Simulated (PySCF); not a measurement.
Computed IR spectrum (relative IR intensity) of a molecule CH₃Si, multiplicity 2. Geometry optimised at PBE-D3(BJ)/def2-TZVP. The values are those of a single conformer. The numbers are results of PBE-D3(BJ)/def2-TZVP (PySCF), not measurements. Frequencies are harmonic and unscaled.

ν (cm⁻¹): 239 (w), 705 (vs), 802 (vs), 941 (w), 1304 (w), 2071 (vs) (against the strongest line: vs over 80 %, s over 45 %, m over 15 %, w over 4 %, vw less)

**Question.** Which structure fits?
A. [CH]=[SiH2]
B. C=[SiH]
C. C[Si]

**Answer.** B, C=[SiH]
